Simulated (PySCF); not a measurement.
The vertical singlet excitations below were computed for one of the candidates. Computed with PySCF 2.14.0, density-fitted response routines, TDDFT wB97X-D/def2-SVPD, vertical, gas phase, core orbitals frozen in the response. Geometries: PBE0-D3(BJ)/def2-SVP, one conformer each. Relativistic effects are left out although some hold elements past zinc.

```tsv
state	E (eV)	f	main configurations (H = HOMO, L = LUMO)
S1	6.37	0.015	H-1→L (53%), H→L (20%), H-3→L (13%)
S2	6.73	0.260	H→L (74%), H-1→L (18%)
S3	7.14	0.014	H-3→L (23%), H-2→L (22%), H-1→L (18%)
S4	7.28	0.0087	H→L+1 (76%)
S5	7.34	0.134	H-2→L (47%), H→L+2 (30%)
S6	7.55	0.031	H→L+2 (38%), H-1→L+2 (17%), H→L+3 (9%)
S7	7.62	0.011	H→L+3 (38%), H-1→L+1 (21%), H-1→L+2 (18%)
S8	7.76	0.0079	H-3→L (25%), H→L+3 (14%), H-1→L+1 (10%)
S9	7.92	0.0082	H-1→L+3 (59%), H-3→L (12%)
S10	7.93	0.055	H→L+4 (25%), H-2→L+1 (24%), H-1→L+1 (13%)
```

Orbital energies (eV): HOMO-3 -10.35, HOMO-2 -9.80, HOMO-1 -9.42, HOMO -9.03, LUMO 1.60, LUMO+1 2.17, LUMO+2 2.43.

Question: Which candidate is it? All have the formula C6H12Ge.
A. `[CH2]1C[C@H](C2CC2)[GeH2]1`
B. `CC(C)CC#[C][GeH3]`
C. `C=[CH][Ge@@H]1[CH2]C[C@H]1C`
D. `C=[C](C)[GeH]1[CH2]C[CH2]1`
E. `C1C[CH]1[GeH2][CH]1CC1`

Answer: D. Its S1 lies at 6.37 eV; the nearest of the others has S1 at 6.12 eV. S1 is HOMO-1→LUMO (53%), HOMO→LUMO (20%), HOMO-3→LUMO (13%). Löwdin shares by element: HOMO carbon 62% or more, germanium 12% (atoms not listed hold the other 26%); LUMO carbon 55% or more, germanium 12%, hydrogen 5% or more (atoms not listed hold the other 28%). At the same level the other candidates give, for their lowest levels:
- `C1C[CH]1[GeH2][CH]1CC1`: 7.85 eV (f 0.010); 8.02 eV (f 0.009); 8.09 eV (f 0.017); 8.13 eV (f 0.020); 8.36 eV (f 0.058); T1 7.71 eV; HOMO -9.52, LUMO 2.29 eV
- `C=[CH][Ge@@H]1[CH2]C[C@H]1C`: 6.12 eV (f 0.042); 6.44 eV (f 0.346); 7.00 eV (f 0.036); 7.32 eV (f 0.020); 7.44 eV (f 0.004); T1 4.30 eV; HOMO -8.86, LUMO 1.27 eV
- `CC(C)CC#[C][GeH3]`: 6.03 eV (f 0.000); 6.28 eV (f 0.001); 6.30 eV (f 0.001); 7.24 eV (f 0.000); 7.30 eV (f 0.006); T1 5.07 eV; HOMO -9.36, LUMO 1.80 eV
- `[CH2]1C[C@H](C2CC2)[GeH2]1`: 6.90 eV (f 0.035); 7.12 eV (f 0.046); 7.43 eV (f 0.029); 7.67 eV (f 0.067); 7.79 eV (f 0.041); T1 6.27 eV; HOMO -9.22, LUMO 1.92 eV

The values belong to the conformer `[CH2:1]=[C:2]([CH3:3])[GeH:4]1[CH2:5][CH2:6][CH2:7]1`: C1–C2–Ge4–C5 -93°.
Triplets come from the Tamm–Dancoff approximation.

Without π bonds the low states are Rydberg-like; a valence basis with one diffuse set may place them up to an eV too high.
